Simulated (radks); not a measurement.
Results of a calculation; reference values are marked as such.
Excited configurations of Sr: one electron is placed in a higher orbital outside [Kr] 5s1. The ground configuration is [Kr] 5s2. Level of theory: scalar-relativistic Kohn-Sham, BLYP, spin-unpolarised, spherical densities, finite nucleus; Fermi nuclear charge, rms radius 4.224 fm (a radial shooting solver on a logarithmic mesh with Libxc functionals). Excitation = E - E(ground); binding = E(ion) - E, where the ion is the core of charge +1; n* = 1/sqrt(2 binding) in atomic units, and the quantum defect is n - n*.

[
 {"outer orbital": "4d", "excitation (eV)": "2.345", "binding (eV)": "3.464", "n*": "1.982", "quantum defect": "2.018", "eigenvalue (eV)": "-0.796", "<r> (bohr)": "4.107"},
 {"outer orbital": "5p", "excitation (eV)": "2.355", "binding (eV)": "3.454", "n*": "1.985", "quantum defect": "3.015", "eigenvalue (eV)": "-1.636", "<r> (bohr)": "5.741"},
 {"outer orbital": "5d", "excitation (eV)": "4.439", "binding (eV)": "1.370", "n*": "3.152", "quantum defect": "1.848", "eigenvalue (eV)": "-0.569", "<r> (bohr)": "11.88"},
 {"outer orbital": "6p", "excitation (eV)": "4.271", "binding (eV)": "1.538", "n*": "2.975", "quantum defect": "3.025", "eigenvalue (eV)": "-0.840", "<r> (bohr)": "12.94"},
 {"outer orbital": "7d", "excitation (eV)": "5.144", "binding (eV)": "0.664", "n*": "4.525", "quantum defect": "2.475", "eigenvalue (eV)": "-0.382", "<r> (bohr)": "31.61"}
]

The Delta-SCF ionisation energy is 5.809 eV (NIST Atomic Spectra Database: 5.695 eV, measured). Self-interaction in the functional shifts the binding energies and quantum defects, so they are the method's values and not measured ones. Spin polarisation and multiplet splitting are left out, so open shells lie too high by an amount that depends on their filling.

Beside tabulated values, note that spin-unpolarised runs miss the spin-polarisation part of the exchange energy of open shells.
